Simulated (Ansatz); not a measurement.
**A barrier at the coupled-cluster level**

Start structure (SiNH$_{4}$F$_{3}$, singlet), relaxed at PBE0-D4/def2-TZVP:

```
9
angstrom
Si -0.6319 0.8182 -0.3388
N 0.6413 -0.0029 0.4704
F -0.2850 0.7609 -1.8784
F -0.7188 2.3508 0.0560
H -1.9278 0.1973 -0.0492
H 0.4421 -1.7055 0.1246
F 0.2849 -2.6262 -0.0312
H 0.6126 -0.0037 1.4824
H 1.5828 0.2109 0.1642
```

The step: SiNH₃F₂ ([NH2][SiH]([F])[F]) + HF → SiHF₃ ([F][SiH]([F])[F]) + NH₃ (still joined by a long Si–N bond); bonds formed: Si1–F7, N2–H6; bonds broken: H6–F7; bonds weakened to dative contacts: Si1–N2. Ansatz 0.2.0; basis: def2-TZVPP and def2-QZVPP; cores frozen in the correlated methods. Extrapolation: Hartree–Fock as exp(−7.88 √X), correlation as X^−2.97. Energies below are by CCSD(T) at an estimated basis limit (MP2 extrapolated from triple and quadruple zeta, plus CCSD(T) − MP2 in triple zeta).

Task: What are the electronic barrier and the energy of the step, from the start structure to the end structure? (An estimate is asked for; the value comes from the calculation.)

Result: The calculation gives: Barrier 66.1 kJ/mol; step energy -72.4 kJ/mol (downhill); reverse barrier, their difference, 138.5 kJ/mol. Barrier and step energy count from the start structure, the reverse barrier from the end structure.

The saddle point: One imaginary mode of 720i cm⁻¹.
| pair | start (Å) | saddle (Å) | end (Å) |
| --- | --- | --- | --- |
| Si1–F7 | 3.58 | 2.11 | 1.61 |
| N2–H6 | 1.75 | 1.25 | 1.01 |
| Si1–N2 | 1.72 | 1.81 | 2.11 |
| H6–F7 | 0.95 | 1.16 | 2.63 |

Zero-point energy (harmonic, PBE0-D4): ZPE is 142.5 kJ/mol at the start and 137.2 kJ/mol at the saddle, so the barrier goes from 66.1 to 60.8 kJ/mol.

The T1 diagnostic stays at or below 0.012.

Steps of this kind, hydrogen fluoride cutting a network bond, underlie vapour etching and the fluorination step of atomic layer etching.

Labels in which every atom is bracketed show which atoms are joined, not bond orders.

For scale, one of the runs: CCSD(T)/def2-TZVPP, 222 basis functions, launched by `ansatz run in.yaml --threads 4 --pin off --events-out ev --progress --plain --max-ram 9574MiB`. The run took 80 s on 4 CPU threads of an Intel Xeon Platinum 8488C (shared host), with 3.8 GiB of host memory at its peak.
